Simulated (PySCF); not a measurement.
Computed shifts of a molecule CH₆O₂Si₂, PySCF with PBE/pcSseg-1, GIAO, gas phase, atoms alike by connectivity averaged where their shifts nearly agree, in ppm (number of nuclei): ¹³C: 310.1 (1). ²⁹Si: -46.7 (1), -84.5 (1). ¹H: 5.47 (2), 4.57 (3), 2.47 (1). References: ¹⁷O against H2O (σ = 334.3 ppm); ¹³C against TMS (σ = 182.0 ppm); ²⁹Si against TMS (σ = 335.4 ppm); ¹H against TMS (σ = 31.49 ppm), references at their B3LYP-D3(BJ)/def2-TZVP geometries, non-relativistic. The structure is a stationary point at B3LYP-D3(BJ)/def2-SVP. A frequency run showed that this geometry is not a minimum. Other conformers were not sampled.

Q: Pick the molecule that these values belong to.
(A) [SiH3]C1O[SiH2]O1
(B) [SiH3][SiH]1OCO1
(C) O=C([SiH3])[SiH2]O
(D) C[SiH]1O[SiH2]O1

A: C, O=C([SiH3])[SiH2]O
